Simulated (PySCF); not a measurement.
CH₄N (SMILES [CH2-]N), charge -1, singlet, geometry from GFN2-xTB (in this run its highest filled SCF level lies above zero, so its values depend strongly on the basis, on diffuse functions most of all); B3LYP/def2-SV(P) (PySCF).

Input for PySCF:
```python
from pyscf import gto, scf, dft

mol = gto.Mole()
mol.atom = '''
    C    -0.081984    0.828586   -0.006812
    N     0.046891   -0.731902    0.006198
    H    -0.498121   -1.028548    0.823905
    H    -0.509639   -1.043023   -0.798264
    H     0.592027    1.119620    0.875268
    H     0.579398    1.103748   -0.903426
'''
mol.basis = 'def2-sv(p)'
mol.charge = -1
mol.spin = 0
mol.verbose = 4
mol.build()

mf = dft.RKS(mol)
mf.xc = 'b3lyp'
mf.grids.prune = dft.gen_grid.sg1_prune
mf.kernel()
```

What the program printed (banner, timings and long lists left out):

```
PySCF version 2.14.0

[INPUT] verbose = 4
[INPUT] num. atoms = 6
[INPUT] num. electrons = 18
[INPUT] charge = -1
[INPUT] spin (= nelec alpha-beta = 2S) = 0
[INPUT] symmetry False subgroup None
[INPUT] Mole.unit = angstrom
[INPUT] Symbol           X                Y                Z      unit          X                Y                Z       unit  Magmom
[INPUT]  1 C     -0.081984000000   0.828586000000  -0.006812000000 AA   -0.154927306596   1.565800610649  -0.012872814361 Bohr   0.0
[INPUT]  2 N      0.046891000000  -0.731902000000   0.006198000000 AA    0.088611147707  -1.383094330021   0.011712522520 Bohr   0.0
[INPUT]  3 H     -0.498121000000  -1.028548000000   0.823905000000 AA   -0.941312266894  -1.943674025969   1.556954802660 Bohr   0.0
[INPUT]  4 H     -0.509639000000  -1.043023000000  -0.798264000000 AA   -0.963078132397  -1.971027811622  -1.508500335100 Bohr   0.0
[INPUT]  5 H      0.592027000000   1.119620000000   0.875268000000 AA    1.118768888348   2.115775163586   1.654016805596 Bohr   0.0
[INPUT]  6 H      0.579398000000   1.103748000000  -0.903426000000 AA    1.094903537121   2.085781430536  -1.707227713811 Bohr   0.0

nuclear repulsion = 34.924186680082
number of shells = 20
number of NR pGTOs = 64
number of NR cGTOs = 36
basis = def2-sv(p)
ecp = {}

******** <class 'pyscf.dft.rks.RKS'> ********
method = RKS
initial guess = minao
damping factor = 0
level_shift factor = 0
DIIS = <class 'pyscf.scf.diis.CDIIS'>
diis_start_cycle = 1
diis_space = 8
diis_damp = 0
SCF conv_tol = 1e-09
SCF conv_tol_grad = None
SCF max_cycles = 50
direct_scf = True
direct_scf_tol = 1e-13
XC library pyscf.dft.libxc version 7.1.2
    S. Lehtola, C. Steigemann, M. J. T. Oliveira, and M. A. L. Marques,  SoftwareX 7, 1–5 (2018)
XC functionals = b3lyp
    P. J. Stephens, F. J. Devlin, C. F. Chabalowski, and M. J. Frisch,  J. Phys. Chem. 98, 11623 (1994)
radial grids:
    Treutler-Ahlrichs [JCP 102, 346 (1995); DOI:10.1063/1.469408] (M4) radial grids

becke partition: Becke, JCP 88, 2547 (1988); DOI:10.1063/1.454033
pruning grids: <function sg1_prune>
grids dens level: 3
symmetrized grids: False
atomic radii adjust function: <function treutler_atomic_radii_adjust>
small_rho_cutoff = 0
Set gradient conv threshold to 3.16228e-05
Initial guess from minao.
tot grids = 29904
init E= -94.9308530735365
  HOMO = -0.199207568408338  LUMO = 0.0236117985468951  gap/eV = 6.06322
cycle= 1 E= -94.9612286261085  delta_E= -0.0304  |g|= 0.563  |ddm|= 2.19
  HOMO = 0.255492657896556  LUMO = 0.295929520078867  gap/eV = 1.10034
cycle= 2 E= -94.8910173039321  delta_E= 0.0702  |g|= 0.773  |ddm|= 2.73
  HOMO = 0.136666005693683  LUMO = 0.261047423230353  gap/eV = 3.38459
cycle= 3 E= -95.0551828818978  delta_E= -0.164  |g|= 0.0385  |ddm|= 1.78
  HOMO = 0.132044213286363  LUMO = 0.265888996228642  gap/eV = 3.64210
cycle= 4 E= -95.0554107551495  delta_E= -0.000228  |g|= 0.0248  |ddm|= 0.0832
  HOMO = 0.133224166289453  LUMO = 0.265187977240405  gap/eV = 3.59092
cycle= 5 E= -95.0555459356009  delta_E= -0.000135  |g|= 0.00544  |ddm|= 0.0297
  HOMO = 0.132564775188592  LUMO = 0.264976130448315  gap/eV = 3.60310
cycle= 6 E= -95.0555534373921  delta_E= -7.5e-06  |g|= 0.000517  |ddm|= 0.00947
  HOMO = 0.132508584890925  LUMO = 0.264948993610588  gap/eV = 3.60389
cycle= 7 E= -95.0555535240854  delta_E= -8.67e-08  |g|= 7.94e-05  |ddm|= 0.00197
  HOMO = 0.132494128366712  LUMO = 0.264937707265053  gap/eV = 3.60397
cycle= 8 E= -95.0555535280613  delta_E= -3.98e-09  |g|= 1.84e-05  |ddm|= 0.000535
  HOMO = 0.132497510041207  LUMO = 0.264940609328373  gap/eV = 3.60396
cycle= 9 E= -95.0555535282906  delta_E= -2.29e-10  |g|= 5.18e-06  |ddm|= 0.000134
  HOMO = 0.132498648751954  LUMO = 0.264940066604622  gap/eV = 3.60391
Extra cycle  E= -95.0555535283028  delta_E= -1.22e-11  |g|= 4.51e-06  |ddm|= 3.24e-05
converged SCF energy = -95.0555535283028
```
